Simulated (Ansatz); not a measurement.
Calculated with Ansatz (gas phase, PBE0-D4/def2-TZVP geometries, no zero-point term in ΔE). CCSD(T)/CBS adds triple-zeta CCSD(T) − MP2 to the extrapolated MP2 energy (def2 sets, frozen cores). Functionals use def2-TZVPP. B3LYP here is the variant with VWN-RPA as its local correlation; programs differ in this. For Ge, Se outer-core shells are correlated without core-valence functions, which leaves a few kJ/mol of doubt a bond. Scalar relativity is left out up to krypton. Each species was taken in one conformer, which may not be the lowest.

`[Cl][Ge]([Cl])([Cl])[SeH]` + `BCN=C` → `BC/N=C/[SeH]` + `[Cl][GeH]([Cl])[Cl]`  (formal exchange of groups at the Se–Ge bond)

`[Cl][Ge]([Cl])([Cl])[SeH]`:

Cartesian coordinates in Å:
```
Cl 0.223 1.934 -1.080
Ge -0.206 -0.043 -0.409
Cl -2.119 -0.615 -1.144
Cl 1.268 -1.312 -1.279
Se -0.281 -0.208 1.908
H 1.115 0.244 2.003
```

`BCN=C`:

Z-matrix (Å, degrees):
```
C
N 1 1.437
B 1 1.553 2 116.1
H 1 1.107 2 108.4 3 113.2
H 1 1.105 2 113.7 3 -130.9
C 2 1.257 1 118.3 3 120.4
H 3 1.197 1 117.9 2 -174.2
H 3 1.194 1 121.9 2 8.2
H 6 1.100 2 123.3 1 1.3
H 6 1.089 2 119.4 1 -178.7
```

`BC/N=C/[SeH]`:

```xyz
11

B     0.984   -0.959    1.610
C     0.636    0.280    0.739
N    -0.690    0.312    0.180
C    -0.813    0.366   -1.065
Se   -2.543    0.359   -1.854
H     0.163   -1.773    1.908
H     2.105   -1.059    2.017
H     0.731    1.108    1.467
H     1.431    0.475   -0.003
H     0.023    0.413   -1.775
H    -2.029    0.479   -3.224
```

`[Cl][GeH]([Cl])[Cl]`:

Z-matrix (Å, degrees):
```
Ge
Cl 1 2.126
Cl 1 2.126 2 108.5
Cl 1 2.126 2 108.5 3 -117.6
H 1 1.525 2 110.4 3 121.2
```

| level | ΔE (kJ/mol) |
| --- | --- |
| B3LYP-D4 | 84.8 |
| PBE0 | 80.1 |
| HF/def2-TZVPP | 86.9 |
| SCS-MP2/def2-TZVPP | 83.7 |
| CCSD/def2-TZVPP | 84.2 |
| MP2/def2-QZVPP | 86.9 |
| SCS-MP2/def2-QZVPP | 84.4 |
| HF/CBS(def2) | 85.4 |

Q: What does CCSD(T)/CBS give? (Estimate.)

A: Ansatz gave: +86.3 kJ/mol. The listed levels differ from it by -1.5, -6.2, 0.6, -2.6, -2.1, 0.6, -1.9, -0.9 kJ/mol.

Largest T1 diagnostic among the species: 0.012.

From PBE to PBE0 (25 % exact exchange), in def2-TZVPP and without D4, ΔE moves by +5.1 kJ/mol. The D4 term adds +6.4 kJ/mol with B3LYP and +3.4 kJ/mol with PBE0; it sums over pairs of atoms, weighted by their polarisabilities, and B3LYP, whose exchange is more repulsive, gets the larger term.
